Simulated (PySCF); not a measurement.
# Computed records: AlBH4

All values are calculated (PySCF 2.14.0). Calculation on a computer-drawn molecule: vertical ionisation energy to the stated ion spin, frozen-core CCSD(T) at the basis limit and cheaper methods, single-reference cases, UHF for radicals, no spin-orbit; all values are single points at the evaluated structure, the first of each entry, which is the reference or a displaced copy of it and isn't optimised; the reference structure only sets the zero of the energies above reference; triples share is (T) over the correlation energy.

```yaml
- formula: AlBH4
  evaluated_structure:
    atoms_angstrom:
      - [B, 0.1623, 1.6857, 1.667]
      - [Al, 0.1464, 2.4394, -0.3339]
      - [H, -0.7427, 1.0851, 2.1344]
      - [H, 1.1242, 1.7975, 2.3658]
      - [H, 0.6107, 1.5666, -1.5766]
      - [H, -0.3741, 3.8695, -0.6454]
  reference_structure:
    atoms_angstrom:
      - [B, 0.1652, 1.6823, 1.6614]
      - [Al, 0.1286, 2.4493, -0.3451]
      - [H, -0.7665, 1.0948, 2.1502]
      - [H, 1.119, 1.8054, 2.3875]
      - [H, 0.6164, 1.5641, -1.5695]
      - [H, -0.387, 3.9194, -0.6508]
  given:
    charge: 0
    multiplicity: 1
    ion_multiplicity: 2
    diffuse_functions: "no"
    basis: "cc-pV(n+d)Z"
    reference_is: "the Hartree-Fock double-zeta minimum"
    best_is: "HF at quadruple zeta + MP2 correlation extrapolated from triple and quadruple zeta + CCSD(T) minus MP2 at triple zeta"
    basis_step_is: "the size of the change from the same recipe one zeta lower"
    drawn_bonds_atom: [1, 1, 1, 2, 2]
    drawn_bonds_other_atom: [2, 3, 4, 5, 6]
    drawn_bonds_order: [1, 1, 1, 1, 1]
  results:
    ion_spin_squared_at_triple_zeta: null
```

Questions
1. What ion spin squared at triple zeta does the calculation give for AlBH4?

Calculated values
1. 0.7649

Further results for AlBH4:

- ionisation energy best: 9.992 eV
- ionisation energy basis step: 0.02472 eV
- energy above reference best: 0.293 kcal/mol
- energy above reference basis step: 0.03856 kcal/mol
- ionisation energy Koopmans at triple zeta: 10.22 eV
- ionisation energy EOM CCSD at triple zeta: 9.973 eV
- total energy HF triple zeta: -268.8868 hartree
- total energy CCSD(T) triple zeta: -269.1131 hartree
- total energy best: -269.1383 hartree
- T1 diagnostic at triple zeta: 0.01006
- D1 diagnostic at triple zeta: 0.01957
- ion T1 diagnostic at triple zeta: 0.02086
- ion D1 diagnostic at triple zeta: 0.06691
- triples share at triple zeta: 0.0239
- basis functions triple zeta: 125
- dipole magnitude HF at triple zeta: 0.519 debye
- dipole magnitude CCSD unrelaxed at triple zeta: 0.4345 debye
- dipole magnitude PBE at triple zeta: 0.3712 debye
- dipole magnitude r2SCAN at triple zeta: 0.4122 debye
- dipole magnitude B3LYP at triple zeta: 0.4292 debye
- dipole magnitude wB97X at triple zeta: 0.5007 debye

Triple zeta:
| method | ionisation energy (eV) | energy above reference (kcal/mol) |
| --- | --- | --- |
| HF | 9.014 | 0.2837 |
| PBE | 9.583 | 0.5528 |
| r2SCAN | 9.639 | 0.3147 |
| B3LYP | 9.778 | 0.2059 |
| wB97X | 9.855 | 0.2687 |
| MP2 | 9.865 | 0.203 |
| CCSD | 9.871 | 0.3149 |
| CCSD(T) | 9.899 | 0.3432 |
